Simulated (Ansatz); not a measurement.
Breaking the H–H spacing in H6 ring (multiplicity 1 held). Energies count from the point at 0.900 Å.
Geometry at that point (charge 0, multiplicity 1):
```json
[
 {"atom": "H", "x (Å)": "0.9000", "y (Å)": "0.0000", "z (Å)": "0.0000"},
 {"atom": "H", "x (Å)": "0.4500", "y (Å)": "0.7794", "z (Å)": "0.0000"},
 {"atom": "H", "x (Å)": "-0.4500", "y (Å)": "0.7794", "z (Å)": "0.0000"},
 {"atom": "H", "x (Å)": "-0.9000", "y (Å)": "0.0000", "z (Å)": "0.0000"},
 {"atom": "H", "x (Å)": "-0.4500", "y (Å)": "-0.7794", "z (Å)": "0.0000"},
 {"atom": "H", "x (Å)": "0.4500", "y (Å)": "-0.7794", "z (Å)": "0.0000"}
]
```

Restricted levels (R-, RO-) in cc, def2 and unpolarised 6-31G sets keep to the state of the molecule at rest. U- levels take the lowest unrestricted solution at each point, which mixes spins at long bonds. Active spaces are followed from rest. Levels need not reach the same state.

Codes used: Ansatz (a quantum-chemistry and plane-wave program). Values without a source in brackets are computed.

What is the computed energy at R = 3.600 Å (R-B3LYP/cc-pVTZ)?

1731 kJ/mol

Predict the energy at R = 3.600 Å from U-r2SCAN/cc-pVTZ.

1082 kJ/mol

Give the energy at R = 3.600 Å at the level FIC-MRCISD+Q on CASSCF(6,6)/cc-pVTZ.

1041 kJ/mol

Doubts at one or more of the structures used: a spin-contaminated determinant (U-r2SCAN/cc-pVTZ); a restricted determinant that unrestricted orbitals would lower (R-B3LYP/cc-pVTZ).
